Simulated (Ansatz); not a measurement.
LiSi, multiplicity 4 (lowest of 2S+1 = 2, 4 at CCSD(T)/def2-TZVPP on PBE0 minima; our sources give no spin for the ground state, which may be another), most abundant isotopes (7.0160 and 27.9769 u). Constants from fifth-degree fits in 1/R to seven points on the lowest solution found; no spin–orbit coupling, no relativity up to Kr; ω_e x_e and α_e move by some per cent with the fit.

Correlated levels freeze the inner cores; with def2 sets outer-core shells near the valence are correlated too.

Run with Ansatz (a quantum-chemistry and plane-wave program). 

Total energies (hartree; each atom in its lowest state at that level) and vibrational constants (cm⁻¹):

```tsv
level	E(LiSi) at r_e	E(Li)	E(Si)	ω_e	ω_e x_e
PBE/def2-TZVPP	-296.751348	-7.461919	-289.222893	442	3.5
B3LYP/def2-TZVPP	-296.943918	-7.492798	-289.392085	446	3.6
wB97M-V/def2-TZVPP	-296.888221	-7.472067	-289.352501	440	3.3
CCSD(T)/def2-QZVPP	-296.474851	-7.467933	-288.938388	455	3.1
```

**Question.** Work out D_e and D₀ in eV.

**Answer.** 
D_e = E(Li) + E(Si) − E(molecule), times 27.2114 eV; D₀ = D_e − (ω_e/2 − ω_e x_e/4)/8065.54.
- PBE/def2-TZVPP: D_e = 1.811, zero point 0.027, D₀ = 1.783 eV
- B3LYP/def2-TZVPP: D_e = 1.606, zero point 0.028, D₀ = 1.579 eV
- wB97M-V/def2-TZVPP: D_e = 1.732, zero point 0.027, D₀ = 1.705 eV
- CCSD(T)/def2-QZVPP: D_e = 1.865, zero point 0.028, D₀ = 1.837 eV
No counterpoise correction is made.
